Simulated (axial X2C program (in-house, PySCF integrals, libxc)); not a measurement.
Working with the constants of AgSn⁺

A bond curve at the PBE0 level, 2c, was computed with an in-house relativistic program for diatomic molecules (basis Sn dyall-v3z [11s12p9d1f], Ag dyall-v3z [12s12p8d3f2g] (cores contracted in-house)) for the state Ω = 0 (closed shell). Its fit gives Re = 2.6555 Å, ωe = 163.6 cm⁻¹, ωexe = 0.517 cm⁻¹ and αe = 1.779e-04 cm⁻¹; the masses are 119.9022 and 106.9051 u. Two-component means X2C with spin–orbit coupling and atomic mean-field Coulomb and Gaunt terms.

(1) Find the reduced mass, Be and the force constant.

(2) Estimate the centrifugal constant by the Kratzer relation.

(3) Where do the fundamental and the first overtone lie?

(4) Give B0, the J = 1←0 line in GHz and the most populated J at 300 K (kT = 208.5 cm⁻¹).

(5) A Morse curve ties αe to the other constants (Pekeris). How well does that hold?

One determinant describes the state; a PBE0 search over occupations chose it and may have missed a lower one.

## Answers

(1) From the PBE0 values: μ = 56.5156 u. Be = 16.8576/(μ Re²) = 0.0423 cm⁻¹. k = 5.8918×10⁻⁷ μ ωe² = 0.891 mdyn/Å.

(2) D = 4Be³/ωe² = 1.13e-08 cm⁻¹.

(3) ν(1←0) = ωe − 2ωexe = 162.6 cm⁻¹; ν(2←0) = 2ωe − 6ωexe = 324.1 cm⁻¹.

(4) B0 = Be − αe/2 = 0.04221 cm⁻¹; 2B0 = 2.531 GHz; J(max) ≈ √(kT/2B0) − 1/2 = 49.2, so J = 49.

(5) αe(Morse) = 6Be²/ωe × (√(ωexe/Be) − 1) = 1.638e-04 cm⁻¹; the PBE0 curve gives 1.779e-04 cm⁻¹, a ratio of 0.92.
